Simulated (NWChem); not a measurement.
## Correlation energy of HB

```
B
H 1 1.2523
```
Charge 0, spin multiplicity 1.

Program: NWChem. Structure: optimised with PBE0/def2-SVP, a minimum by its harmonic frequencies.

Basis set: def2-QZVP. Each correlation energy counts from its own Hartree-Fock reference.

| method | correlation energy (mHa) | difference from CCSD(T) |
|---|---|---|
| MP2 | -77.9 | +25.8 |
| SCS-MP2 | -89.1 | +14.6 |
| CR-CCSD[T] | -103.5 | +0.2 |
| CR-CCSD(T) | -103.5 | +0.2 |
| CCSD | -101.5 | +2.2 |
| CCSD+T(CCSD) | -103.8 | 0.0 |
| CCSD(T) | -103.7 | 0.0 |

The values span 25.9 mHa, from CCSD+T(CCSD) (lowest) to MP2 (highest). 

The correlated methods keep 1 core orbital frozen. The structure started from a generated list of species. No row is a measurement; the coupled-cluster row has its own basis-set and correlation limits.
